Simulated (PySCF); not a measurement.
Precursor series Zn F-Br. All species are isolated molecules in the gas phase.

The dipole moment from two functionals at the same geometries (TPSS-D3(BJ)/def2-SVP), both in PySCF: PBE-D3(BJ)/def2-TZVP and TPSSh-D3(BJ)/def2-TZVP. 

| species | TPSSh-D3(BJ)/def2-TZVP (D) |
|---|---|
| 0 of 2 F replaced by Br ([Zn(F)2]) | 0.00 |
| 1 of 2 F replaced by Br ([Zn(F)(Br)]) | 0.87 |
| 2 of 2 F replaced by Br | 0.00 |

### Question
What does PBE-D3(BJ)/def2-TZVP give for each?

### Answer

- 0 of 2 F replaced by Br ([Zn(F)2]): 0.00
- 1 of 2 F replaced by Br ([Zn(F)(Br)]): 0.93
- 2 of 2 F replaced by Br: 0.00
Over these rows, drawn at random from the members with no instability flagged (it was tested for open shells, ions and some series alone), PBE minus TPSSh-D3(BJ): mean +0.02 D, from 0.00 D to +0.07 D.
